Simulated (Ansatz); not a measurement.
Stepwise reaction of `C#[C][SnH]([CH3])[CH3]` with hydrogen chloride, as a gas-phase model of exchange steps in deposition or etching. ΔE in kJ/mol.

Gas-phase electronic energies from Ansatz, PBE0-D4/def2-TZVP geometries. CBS: MP2 limit from def2 TZ/QZ plus the TZ coupled-cluster correction, frozen cores. This one scheme is used for every species. DFT in def2-TZVPP. B3LYP here is the variant with VWN-RPA as its local correlation; programs differ in this. Elements past krypton have def2 core potentials. For Sn outer-core shells are correlated without core-valence functions, which leaves a few kJ/mol of doubt a bond.

```
step                                                        reaction  PBE-D4  B3LYP-D4  ωB97M-V  CCSD(T)/CBS
   1  `C#[C][SnH]([CH3])[CH3]` + HCl → `C#[C][SnH]([CH3])[Cl]` + CH₄  -116.5    -123.1   -118.4       -114.8
```

Q: Give the row of step 2, `C#[C][SnH]([CH3])[Cl]` + HCl → `C#[C][SnH]([Cl])[Cl]` + CH₄. (An estimate is asked.)

A: The calculation gave: 
| step | reaction | PBE-D4 | B3LYP-D4 | ωB97M-V | CCSD(T)/CBS |
| --- | --- | --- | --- | --- | --- |
| 2 | `C#[C][SnH]([CH3])[Cl]` + HCl → `C#[C][SnH]([Cl])[Cl]` + CH₄ | -98.4 | -103.6 | -99.3 | -95.9 |

Q: By hand: ΔE of the 2 steps together at CCSD(T)/CBS.

A: (-114.8) + (-95.9) = -210.7 kJ/mol, or -105.3 kJ/mol a step.

In ΔE each step is higher than the one before. All are downhill at CCSD(T)/CBS. PBE-D4 differs from CCSD(T)/CBS by -2.5 to -1.7 kJ/mol a step. Isolated molecules leave out the surface, adducts and barriers. Largest T1 diagnostic: 0.012.
